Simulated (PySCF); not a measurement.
Geometry:
| atom | x (Å) | y (Å) | z (Å) |
| --- | --- | --- | --- |
| C1 | -3.312 | 1.919 | 0.526 |
| C2 | -3.050 | 0.517 | 0.001 |
| C3 | -1.965 | 0.430 | -1.072 |
| O4 | -1.935 | -0.823 | -1.685 |
| C5 | -0.559 | 0.842 | -0.599 |
| P6 | 0.138 | -0.104 | 0.814 |
| C7 | -0.306 | 0.782 | 2.342 |
| S8 | -0.377 | -2.005 | 0.873 |
| C9 | 1.938 | 0.162 | 0.661 |
| C10 | 2.472 | 1.457 | 0.636 |
| C11 | 3.846 | 1.641 | 0.507 |
| C12 | 4.690 | 0.535 | 0.403 |
| C13 | 4.160 | -0.754 | 0.427 |
| C14 | 2.785 | -0.942 | 0.555 |
| H15 | -2.433 | 2.353 | 1.029 |
| H16 | -4.135 | 1.924 | 1.256 |
| H17 | -3.591 | 2.604 | -0.290 |
| H18 | -2.798 | -0.179 | 0.821 |
| H19 | -3.965 | 0.110 | -0.458 |
| H20 | -2.231 | 1.149 | -1.869 |
| H21 | -1.607 | -1.459 | -1.024 |
| H22 | -0.511 | 1.913 | -0.342 |
| H23 | 0.135 | 0.669 | -1.435 |
| H24 | -1.392 | 0.721 | 2.493 |
| H25 | 0.010 | 1.835 | 2.309 |
| H26 | 0.198 | 0.269 | 3.173 |
| H27 | 1.820 | 2.332 | 0.713 |
| H28 | 4.260 | 2.652 | 0.487 |
| H29 | 5.768 | 0.681 | 0.302 |
| H30 | 4.821 | -1.620 | 0.344 |
| H31 | 2.344 | -1.943 | 0.573 |

Geometry: PBE0-D3(BJ)/def2-SVP; GIAO shifts from PySCF, gas phase, non-relativistic, averaged over equivalent atoms.

At PBE/pcSseg-1 (337 basis functions, 6.3 min wall time on 1 thread of an Intel Xeon Platinum 8259CL, shared host):
```tsv
atoms	δ (ppm)
C9	139.0
C12	134.0
C10/C14	133.1
C11/C13	131.6
C3	78.0
C5	40.4
C2	33.5
C7	29.1
C1	13.6
O4	86.5
P6	12.9
S8	-226.9
H27/H31	7.86
H28/H30	7.50
H29	7.47
H21	4.54
H20	3.76
H18	2.64
H22	2.46
H23	1.97
H24/H25/H26	1.82
H19	1.79
H15/H16/H17	0.98
```

Referencing at the same level of theory: TMS for 13C (σ = 180.03 ppm) and 1H (σ = 31.20 ppm); 17O (σ = 334.63 ppm) vs H2O; 31P (σ = 295.64 ppm) vs H3PO4; 33S (σ = 490.84 ppm) against CS2.

What do these become at PBE0/pcSseg-1?

## Answers


| atoms | δ at PBE0/pcSseg-1 | change |
| --- | --- | --- |
| C9 | 140.2 | +1.2 |
| C12 | 137.0 | +3.0 |
| C10/C14 | 136.2 | +3.1 |
| C11/C13 | 133.8 | +2.2 |
| C3 | 73.3 | -4.7 |
| C5 | 38.4 | -2.0 |
| C2 | 31.4 | -2.1 |
| C7 | 27.9 | -1.2 |
| C1 | 13.1 | -0.5 |
| O4 | 73.9 | -12.6 |
| P6 | 10.5 | -2.4 |
| S8 | -252.0 | -25.1 |
| H27/H31 | 7.99 | +0.13 |
| H28/H30 | 7.62 | +0.12 |
| H29 | 7.62 | +0.15 |
| H21 | 4.53 | -0.01 |
| H20 | 3.57 | -0.19 |
| H18 | 2.46 | -0.18 |
| H22 | 2.17 | -0.29 |
| H23 | 1.90 | -0.07 |
| H24/H25/H26 | 1.77 | -0.05 |
| H19 | 1.77 | -0.02 |
| H15/H16/H17 | 0.94 | -0.04 |

Chemical shifts δ = σref − σ; 13C (184.41 ppm), 1H (31.27 ppm) against TMS; H2O for 17O (334.56 ppm); H3PO4 for 31P (310.13 ppm); 33S (495.66 ppm) vs CS2, all at this level.

The largest change is at S8 (sulfur bonded to P). Cost: 337 basis functions, 4.7 min wall time on 1 thread of an Intel Xeon Platinum 8259CL, shared host. The order of the carbon signals is the same at both levels.

Experimental scales use liquid or dissolved standards, which lie at an offset from isolated H2O (liquid H2O: subtract about 36 ppm) and H3PO4.
